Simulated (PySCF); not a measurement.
Working out the ionisation energy of Pb

Pb [Xe] 4f14 5d10 6s2 6p2 (3P) → Pb⁺ [Xe] 4f14 5d10 6s2 6p1 (2P). All numbers are calculated (PySCF 2.14, the spin-free X2C one-electron Hamiltonian (Gaussian nucleus), in aug-cc-pVTZ-DK3 (9s8p6d3f, 84 functions)). Frozen: [Xe] 4f14 5d10. Energies in hartree (1 hartree = 27.21139 eV):

```
             part     Pb (lower)    Pb⁺ (upper)
              UHF  -20877.916912  -20877.675197
MP2 opposite-spin      -0.029895      -0.025123
    MP2 same-spin      -0.007107      -0.002158
```

**Question.** What does Hartree-Fock give?

**Answer.** (-20877.675197) − (-20877.916912) = 0.241715 hartree = 6.577 eV.

**Question.** What do MP2 and SCS-MP2 (6/5 opposite-spin, 1/3 same-spin) give?

**Answer.** The opposite-spin parts differ by 0.130 eV and the same-spin parts by 0.135 eV. MP2: 6.577 + (0.130) + (0.135) = 6.842 eV. SCS-MP2: 6.577 + 1.2 × (0.130) + (0.135)/3 = 6.778 eV.

Reference: 7.417 eV (measured; NIST Atomic Spectra Database, ionization energies), between the lowest levels; spin-orbit coupling is absent from the calculation.

What remains against the reference includes basis incompleteness, the frozen core and correlation beyond second order.
